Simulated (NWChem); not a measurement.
Species: CH₃Be cation; SMILES [CH3][Be+]

```xyz
5

Be     0.0000     0.0000    -1.1920
C      0.0000     0.0000     0.4590
H      0.7342     0.7342     0.8379
H      0.2687    -1.0029     0.8379
H     -1.0029     0.2687     0.8379
```
Atoms are numbered in this order, from 1.

Level: PBE0/def2-SVP (NWChem), optimised geometry, unscaled harmonic frequencies. 

| frequency (cm⁻¹) | IR intensity (km/mol) |
|---|---|
| 669 | 178.8 |
| 669 | 178.8 |
| 904 | 34.6 |
| 1174 | 0.0 |
| 1363 | 2.8 |
| 1363 | 2.8 |
| 3028 | 34.8 |
| 3144 | 46.0 |
| 3144 | 46.0 |

The zero-point energy comes out as 22.1 kcal/mol, the thermal correction to the enthalpy at 298.15 K (with zero-point energy) is 24.7 kcal/mol and the heat capacity Cv is 8.7 cal/(mol K). The entropy at 298.15 K and 1 atm (symmetry number 3) comes out as 52.8 cal/(mol K).

Rigid rotor and harmonic oscillator.
